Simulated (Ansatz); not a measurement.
`FCC#[C][GaH2]` + H₂ → `C#[C][GaH2]` + `CF`  (hydrogenolysis of a C–C bond)

Isolated molecules relaxed with PBE0-D4/def2-TZVP in Ansatz; ΔE leaves out vibrations. CCSD(T)/CBS is the MP2 limit (def2-TZVPP, def2-QZVPP) plus CCSD(T) − MP2 in def2-TZVPP, frozen cores. This one scheme is used for every species. Functionals use def2-TZVPP. B3LYP here is the variant with VWN-RPA as its local correlation; programs differ in this. HSE06 is defined as in plane-wave codes. For Ga outer-core shells are correlated without core-valence functions, which leaves a few kJ/mol of doubt a bond. Scalar relativity is left out up to krypton.

```json
{"level": "LDA (SPW92)", "ΔE (kcal/mol)": "-5.2", "difference from CCSD(T)/CBS": "5.1"}
{"level": "PBE-D4", "ΔE (kcal/mol)": "-6.8", "difference from CCSD(T)/CBS": "3.5"}
{"level": "revPBE-D4", "ΔE (kcal/mol)": "-6.2", "difference from CCSD(T)/CBS": "4.1"}
{"level": "r2SCAN-D4", "ΔE (kcal/mol)": "-7.7", "difference from CCSD(T)/CBS": "2.6"}
{"level": "B97M-V", "ΔE (kcal/mol)": "-8.8", "difference from CCSD(T)/CBS": "1.5"}
{"level": "PBE0-D4", "ΔE (kcal/mol)": "-8.3", "difference from CCSD(T)/CBS": "2.0"}
{"level": "B3LYP-D4", "ΔE (kcal/mol)": "-8.9", "difference from CCSD(T)/CBS": "1.4"}
{"level": "r2SCANh-D4", "ΔE (kcal/mol)": "-8.1", "difference from CCSD(T)/CBS": "2.2"}
{"level": "r2SCAN0-D4", "ΔE (kcal/mol)": "-8.8", "difference from CCSD(T)/CBS": "1.5"}
{"level": "BHLYP-D4", "ΔE (kcal/mol)": "-10.5", "difference from CCSD(T)/CBS": "-0.2"}
{"level": "CAM-B3LYP-D4", "ΔE (kcal/mol)": "-9.6", "difference from CCSD(T)/CBS": "0.7"}
{"level": "ωB97X-V", "ΔE (kcal/mol)": "-9.5", "difference from CCSD(T)/CBS": "0.8"}
{"level": "ωB97M-V", "ΔE (kcal/mol)": "-9.5", "difference from CCSD(T)/CBS": "0.8"}
{"level": "B2PLYP", "ΔE (kcal/mol)": "-10.1", "difference from CCSD(T)/CBS": "0.2"}
{"level": "PBE-QIDH", "ΔE (kcal/mol)": "-9.4", "difference from CCSD(T)/CBS": "0.9"}
{"level": "PBE", "ΔE (kcal/mol)": "-7.7", "difference from CCSD(T)/CBS": "2.6"}
{"level": "revPBE", "ΔE (kcal/mol)": "-8.5", "difference from CCSD(T)/CBS": "1.8"}
{"level": "BLYP", "ΔE (kcal/mol)": "-9.5", "difference from CCSD(T)/CBS": "0.8"}
{"level": "r2SCAN", "ΔE (kcal/mol)": "-7.9", "difference from CCSD(T)/CBS": "2.4"}
{"level": "PBE0", "ΔE (kcal/mol)": "-9.1", "difference from CCSD(T)/CBS": "1.2"}
{"level": "B3LYP", "ΔE (kcal/mol)": "-10.3", "difference from CCSD(T)/CBS": "0.0"}
{"level": "r2SCANh", "ΔE (kcal/mol)": "-8.4", "difference from CCSD(T)/CBS": "1.9"}
{"level": "r2SCAN0", "ΔE (kcal/mol)": "-9.1", "difference from CCSD(T)/CBS": "1.2"}
{"level": "HSE06", "ΔE (kcal/mol)": "-9.0", "difference from CCSD(T)/CBS": "1.3"}
{"level": "BHLYP", "ΔE (kcal/mol)": "-11.6", "difference from CCSD(T)/CBS": "-1.3"}
{"level": "CAM-B3LYP", "ΔE (kcal/mol)": "-10.4", "difference from CCSD(T)/CBS": "-0.1"}
{"level": "LC-ωPBE", "ΔE (kcal/mol)": "-10.0", "difference from CCSD(T)/CBS": "0.3"}
{"level": "RPA@PBE/def2-TZVPP", "ΔE (kcal/mol)": "-10.5", "difference from CCSD(T)/CBS": "-0.2"}
{"level": "HF/def2-SVP", "ΔE (kcal/mol)": "-13.7", "difference from CCSD(T)/CBS": "-3.4"}
{"level": "MP2/def2-SVP", "ΔE (kcal/mol)": "-8.5", "difference from CCSD(T)/CBS": "1.8"}
{"level": "HF/def2-TZVPP", "ΔE (kcal/mol)": "-14.3", "difference from CCSD(T)/CBS": "-4.0"}
{"level": "MP2/def2-TZVPP", "ΔE (kcal/mol)": "-9.0", "difference from CCSD(T)/CBS": "1.3"}
{"level": "SCS-MP2/def2-TZVPP", "ΔE (kcal/mol)": "-10.2", "difference from CCSD(T)/CBS": "0.1"}
{"level": "CCSD/def2-TZVPP", "ΔE (kcal/mol)": "-11.1", "difference from CCSD(T)/CBS": "-0.8"}
{"level": "CCSD(T)/def2-TZVPP", "ΔE (kcal/mol)": "-10.1", "difference from CCSD(T)/CBS": "0.2"}
{"level": "MP2/def2-QZVPP", "ΔE (kcal/mol)": "-9.1", "difference from CCSD(T)/CBS": "1.2"}
{"level": "SCS-MP2/def2-QZVPP", "ΔE (kcal/mol)": "-10.3", "difference from CCSD(T)/CBS": "0.0"}
{"level": "HF/CBS(def2)", "ΔE (kcal/mol)": "-14.5", "difference from CCSD(T)/CBS": "-4.2"}
{"level": "MP2/CBS(def2)", "ΔE (kcal/mol)": "-9.2", "difference from CCSD(T)/CBS": "1.1"}
{"level": "CCSD/CBS(def2)", "ΔE (kcal/mol)": "-11.3", "difference from CCSD(T)/CBS": "-1.0"}
{"level": "CCSD(T)/CBS", "ΔE (kcal/mol)": "-10.3", "difference from CCSD(T)/CBS": "0"}
```

Largest T1 diagnostic among the species: 0.014.

The D4 term adds +1.4 kcal/mol with B3LYP and +0.8 kcal/mol with PBE0; it sums over pairs of atoms, weighted by their polarisabilities, and B3LYP, whose exchange is more repulsive, gets the larger term. From PBE to PBE0 (25 % exact exchange), in def2-TZVPP and without D4, ΔE moves by −1.4 kcal/mol. At CCSD(T), def2-SVP lies +0.8 kcal/mol from the extrapolated value and def2-TZVPP +0.2 kcal/mol.

CCSD(T)/CBS has its own doubt, a few kJ/mol and more with outer-core shells, so smaller differences from it don't rank the levels.
